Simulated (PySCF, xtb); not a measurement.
CH5AlF2O2Si, SMILES [OH][Al]([OH])[CH2][SiH](F)F.

GFN2-xTB run with xtb at its own geometry gives an orbital gap of 5.34 eV and a dipole moment of 1.93 D.

Geometry: B3LYP-D3(BJ)/def2-SVP. The structure was generated by enumeration; whether it is a known compound was not checked. Other conformers were not sampled.

Q: What does PBE/def2-TZVP (PySCF) give? (An estimate is asked for; the answer gives what the named calculation found.)

A: gap 6.04 eV (levels -6.92 and -0.88 eV), dipole 1.17 D.
